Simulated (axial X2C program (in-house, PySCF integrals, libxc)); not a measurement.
# TeI⁻: from the spin-free to the two-component result

Calculated with an axial X2C code built on PySCF integrals. Spin-free means the one-electron spin-free X2C Hamiltonian; two-component (2c) means X2C with spin–orbit coupling and atomic mean-field two-electron Coulomb and Gaunt terms, so the difference of the two also holds small scalar two-electron terms. Basis: I dyall-av3z [12s13p9d2f], Te dyall-av3z [12s13p9d2f] (cores contracted in-house); Gaussian nuclei, density fitting, unrestricted open shells. Masses: I 126.904 u, Te 129.906 u.

Spin-free state: M_S = 0, Λ = 0 (closed shell); fragments I- + Te.

```json
{"level": "PBE0", "Re (Å)": "2.765", "ωe (cm⁻¹)": "185.0", "De (eV)": "1.500", "μ (D)": "-1.81"}
{"level": "BHandHLYP", "Re (Å)": "2.786", "ωe (cm⁻¹)": "179.5", "De (eV)": "1.203", "μ (D)": "-1.61"}
{"level": "PBE", "Re (Å)": "2.796", "ωe (cm⁻¹)": "174.6", "De (eV)": "1.659", "μ (D)": "-1.92"}
```

Dipoles are positive if Te is the positive end and refer to the centre of mass.

Two-component determinant lowest at the distance of the search:

Ω = 0 (closed shell); fragments I- + Te.

```json
{"level": "PBE0", "Re (Å)": "2.787", "ωe (cm⁻¹)": "172.6", "De (eV)": "1.285", "μ (D)": "-1.64"}
{"level": "BHandHLYP", "Re (Å)": "2.814", "ωe (cm⁻¹)": "164.6", "De (eV)": "0.911", "μ (D)": "-1.38"}
{"level": "PBE", "Re (Å)": "2.823", "ωe (cm⁻¹)": "161.0", "De (eV)": "1.452", "μ (D)": "-1.74"}
```

(1) From the two tables, how do the constants change at the PBE0 level (2c against spin-free)?

One determinant describes the state; a PBE0 search over occupations chose it and may have missed a lower one. The closed shell is kept restricted, so the energy runs too high when the bond is stretched far. De is counted from the lowest determinant-based energies of the atoms at the same level, without counterpoise correction. The functionals have no current-density term, which raises determinants with orbital currents, atoms included. The highest occupied level of some functionals is positive through self-interaction error; at Hartree–Fock it is bound.

Answers

(1) At the PBE0 level Re goes up by 0.022 Å and ωe decreases by 12.4 cm⁻¹; De changes by -0.215 eV.
